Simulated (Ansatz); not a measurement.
Abridged output of a molecular run in Ansatz:

```
Functional definition: HF
1726 factors; integrals over basis functions are off by at most 1.1e-3 eV
mean field evaluation 1: about -25030.0411 eV, gradient 3.8e1 eV
mean field evaluation 2: about -25030.4224 eV, gradient 3.8e1 eV
mean field evaluation 4: about -25034.4879 eV, gradient 4.7e0 eV
mean field evaluation 8: about -25034.5730 eV, gradient 2.7e-1 eV
mean field -25034.57336831 eV, -920.0036022420 hartree, gradient 2.3e-6 eV, S^2 0.000000; 0 other end points of the search recorded, 0 dependent functions left out
14 core orbitals not correlated: weight in the atoms' cores, before any rotation towards them, 1.000 or more for the frozen orbitals, at most 0.000 for the correlated occupied ones
reference -25034.57336831 eV, -920.0036022420 hartree; 17, 17 occupied and 261, 261 virtual orbitals, 1726 factors
second order -27.21216318 eV of doubles, -0.00000000 eV of singles
cycle   1  -27.68671580 eV  change   -4.7e-1 eV  update   1.2e-1
cycle   2  -28.39536639 eV  change   -7.1e-1 eV  update   3.5e-2
cycle   3  -28.53971861 eV  change   -1.4e-1 eV  update   1.7e-2
cycle   4  -28.52806506 eV  change    1.2e-2 eV  update   4.6e-3
cycle   5  -28.52699163 eV  change    1.1e-3 eV  update   2.3e-3
cycle   6  -28.52750909 eV  change   -5.2e-4 eV  update   6.8e-4
cycle   7  -28.52708075 eV  change    4.3e-4 eV  update   2.6e-4
cycle   8  -28.52704466 eV  change    3.6e-5 eV  update   7.8e-5
cycle   9  -28.52707188 eV  change   -2.7e-5 eV  update   3.0e-5
perturbative correction -1.34060130 eV, -0.0492661890 hartree
Total energy: -25064.44104149 eV, -921.1012189863 hartree
```

Its atoms:

```xyz
12

N     1.0110   -1.6935   -0.2501
C     0.6561   -0.4004   -0.3859
C    -0.2555    0.4480    0.1221
C    -1.3711    0.4255    1.0779
Cl   -1.8855   -1.2511    1.5043
Si    0.8401    1.2770   -1.0363
H     1.6135   -2.1025   -0.9397
H     0.3792   -2.3163    0.2266
H    -2.2587    0.9171    0.6798
H    -1.1084    0.9028    2.0237
H     0.4349    1.6222   -2.4251
H     1.9443    2.1711   -0.5973
```

(1) Which basis set was used?
A. cc-pV(D+d)Z
B. cc-pV(Q+d)Z
C. def2-QZVPP
D. def2-TZVPP

(2) Write the keys of the input that set method, charge and spin (a neutral closed shell needs none for the last two).

Results:

(1) D. It gives 292 functions.

(2) 
```yaml
correlation: {method: ccsd_t}
```
